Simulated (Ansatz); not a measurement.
The cluster Pb₂Se₃: single points at one geometry.

```yaml
crystal:
  periodic: [false, false, false]
  atoms:
    - {symbol: Pb, position_ang: [-0.201653, 0.928659, -0.128524]}
    - {symbol: Pb, position_ang: [0.567881, -2.621576, 0.362112]}
    - {symbol: Se, position_ang: [-0.714283, 3.310398, -0.454086]}
    - {symbol: Se, position_ang: [-1.441422, -1.002559, 1.241192]}
    - {symbol: Se, position_ang: [1.789467, -0.614923, -1.020694]}
basis:
  gaussian: {orbitals: def2-TZVP, initial_orbitals: start.molden}
hamiltonian: {xc: pbe0, dispersion: d4}
scf: {omitted_lower_state_checks: [starts]}
output: {orbitals: {seedname: orbitals}}
```

The file start.molden holds the orbitals of an earlier run on this structure, at another level or in another basis.

```sh
$ ansatz run in.yaml --threads 4 --pin off --events-out ev --progress --plain --max-ram 4787MiB
```

It prints (some lines left out):

```
Functional definition: PBE0
2096 factors; their error is unknown
mean field evaluation 1: about -206524.0769 eV, gradient 1.9e2 eV
mean field evaluation 2: about -206525.5542 eV, gradient 4.6e0 eV
mean field evaluation 4: about -206527.0132 eV, gradient 7.0e-1 eV
mean field evaluation 8: about -206527.0141 eV, gradient 2.0e-5 eV
mean field -206527.01410673 eV, -7589.7277793844 hartree, gradient 2.0e-5 eV, S^2 0.000000; 0 other end points of the search recorded, 0 dependent functions left out
reference -206527.01413846 eV, -7589.7277805505 hartree; 73, 73 occupied and 171, 171 virtual orbitals, 2096 factors
Total energy: -206527.30642823 eV, -7589.7385220014 hartree
Checks for a lower state left out: starts
```

It took 13 s on 4 threads of Arm Neoverse V1 on a shared host, peak host memory 1.1 GiB.

The first input with `hamiltonian: {xc: {name: B97M-V}}` (abridged; 20 s):

```
Functional definition: B97M-V
mean field -206514.15694477 eV, -7589.2552873970 hartree, gradient 5.9e-5 eV, S^2 0.000000
Total energy: -206514.15700774 eV, -7589.2552897114 hartree
Checks for a lower state left out: starts
```

First input, but with `hamiltonian: {xc: r2scan, dispersion: d4}` (abridged; 12 s):

```
Functional definition: r2SCAN
mean field -206554.35352377 eV, -7590.7324844293 hartree, gradient 1.3e-5 eV, S^2 0.000000
Total energy: -206554.41948588 eV, -7590.7349084920 hartree
Checks for a lower state left out: starts
```

As the first input, with `hamiltonian: {xc: pbe, dispersion: d4}`, `output: {forces: true, orbitals: {seedname: orbitals}}` (abridged; 6 s):

```
Functional definition: PBE
mean field -206522.90139144 eV, -7589.5766398849 hartree, gradient 1.5e-5 eV, S^2 0.000000
Total energy: -206523.23482914 eV, -7589.5888934946 hartree
Atom 0 force    -0.000906     0.008087    -0.000751 eV/Å
Atom 1 force    -0.049241     0.226866    -0.031797 eV/Å
Atom 2 force     0.051636    -0.241569     0.032905 eV/Å
Atom 3 force     0.192467     0.026648    -0.135487 eV/Å
Atom 4 force    -0.193955    -0.020032     0.135130 eV/Å
Dipole moment:     0.247576    -1.145299     0.157853 e Å
Checks for a lower state left out: starts
```

First input, but with `hamiltonian: {xc: {name: r2SCAN0}, dispersion: d4}` (abridged; 19 s):

```
Functional definition: r2SCAN0
mean field -206550.24409226 eV, -7590.5814656067 hartree, gradient 2.4e-5 eV, S^2 0.000000
Total energy: -206550.33419715 eV, -7590.5847769003 hartree
Checks for a lower state left out: starts
```

The first input with `gaussian: {orbitals: def2-SVP, initial_orbitals: start.molden}`, `correlation: {method: ccsd_t}` and without the key `hamiltonian` (abridged; 73 s):

```
Functional definition: HF
mean field evaluation 16: about -206322.5321 eV, gradient 4.6e0 eV
mean field evaluation 32: about -206322.8245 eV, gradient 9.7e-3 eV
mean field evaluation 64: about -206322.2305 eV, gradient 2.4e0 eV
mean field -206328.74559073 eV, -7582.4415458123 hartree, gradient 2.4e-6 eV, S^2 0.000000
35 core orbitals not correlated: weight in the atoms' cores, before any rotation towards them, 1.000 or more for the frozen orbitals, at most 0.000 for the correlated occupied ones
second order -24.04114436 eV of doubles, -0.00000000 eV of singles
cycle   1  -23.29495206 eV  change    7.5e-1 eV  update   1.7e-1
cycle   2  -24.00364702 eV  change   -7.1e-1 eV  update   5.6e-2
cycle   3  -24.18876325 eV  change   -1.9e-1 eV  update   3.9e-2
cycle   4  -24.14357623 eV  change    4.5e-2 eV  update   1.5e-2
cycle   5  -24.13939854 eV  change    4.2e-3 eV  update   8.4e-3
cycle   6  -24.14612011 eV  change   -6.7e-3 eV  update   3.4e-3
cycle   7  -24.14529173 eV  change    8.3e-4 eV  update   1.7e-3
cycle   8  -24.14503863 eV  change    2.5e-4 eV  update   7.0e-4
cycle   9  -24.14554617 eV  change   -5.1e-4 eV  update   3.0e-4
cycle  10  -24.14573566 eV  change   -1.9e-4 eV  update   1.2e-4
cycle  11  -24.14556657 eV  change    1.7e-4 eV  update   5.5e-5
cycle  12  -24.14559832 eV  change   -3.2e-5 eV  update   2.6e-5
perturbative correction -1.02458020 eV, -0.0376526279 hartree
Total energy: -206353.91576925 eV, -7583.3665328121 hartree
Checks for a lower state left out: starts
```

Geometry: PBE-D4/def2-SVP.

In the def2 sets Pb takes a core potential; there is no spin–orbit coupling. Correlated methods freeze 35 core orbitals; core or outer-core shells of Pb, Se are correlated, in sets that lack core-valence functions. Another isomer (singlet) lies 1.58 eV lower at PBE0-D4/def2-TZVP; other spin states weren't run for this one.
